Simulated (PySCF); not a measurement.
A calculated (r2SCAN, PySCF 2.14, pcseg-2, no relativity, point nucleus) atom or ion has these occupied shells.

```
shell  electrons  orbital energy (eV)  rms radius, mean of both spins (bohr)
 1s α          1              -7558.4                                 0.0659
 1s β          1              -7558.4                                 0.0659
 2s α          1              -910.64                                  0.281
 2s β          1              -908.47                                  0.281
 2p α          3              -791.18                                  0.251
 2p β          3              -789.54                                  0.251
 3s α          1              -123.85                                  0.843
 3s β          1              -118.88                                  0.843
 3p α          3              -87.676                                  0.893
 3p β          3              -82.885                                  0.893
 3d α          5              -28.748                                   1.15
 3d β          2              -26.268                                   1.15
```

Task: Name the element and its charge.

Result: Co²⁺ (cobalt, charge +2), in [Ar] 3d7, high-spin 4F determinant.
